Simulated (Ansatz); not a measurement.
Two isomers of C2H5BrSn: A = `C=[CH][SnH2][Br]`, B = `C[CH2][Sn][Br]`.

Gas-phase electronic energies from Ansatz, PBE0-D4/def2-TZVP geometries. CCSD(T)/CBS is the MP2 limit (def2-TZVPP, def2-QZVPP) plus CCSD(T) − MP2 in def2-TZVPP, frozen cores. DFT in def2-TZVPP. B3LYP here is the variant with VWN-RPA as its local correlation; programs differ in this. def2 core potentials past Kr. For Br, Sn outer-core shells are correlated without core-valence functions, which leaves a few kJ/mol of doubt a bond. Scalar relativity is left out up to krypton. One conformer a species, not always the lowest.

**Question.** Which is lower in electronic energy at CCSD(T)/CBS, and by how much? (Best estimate.)

**Answer.** The calculation gave: B, by 28.7 kcal/mol.

**Question.** Give E(B) − E(A) in kcal/mol with r2SCAN-D4, ωB97M-V, PBE-D4, LDA (SPW92), B3LYP, BLYP-D4, B2PLYP. (Estimate.)

**Answer.** The calculation gave: r2SCAN-D4 -30.8, ωB97M-V -29.2, PBE-D4 -33.8, LDA (SPW92) -32.8, B3LYP -32.6, BLYP-D4 -34.2, B2PLYP -31.4. None reverses the order clearly.

**Question.** Does the order hold for the free energy at 298.15 K (harmonic terms from PBE0-D4)? (Best estimate.)

**Answer.** The calculation gave: Yes: G(B) − G(A) = -24.1 kcal/mol, for one conformer each. Modes under 60 cm⁻¹, often nearly free rotors, make the harmonic entropy too high.

Largest T1 diagnostic: 0.012.

From BLYP to BHLYP (50 % exact exchange), in def2-TZVPP and without D4, E(B) − E(A) moves by +2.7 kcal/mol. In def2-TZVPP, CCSD(T) changes the Hartree–Fock value by −1.9 kcal/mol (the triples alone add +0.6 kcal/mol) and MP2 by −5.6 kcal/mol.
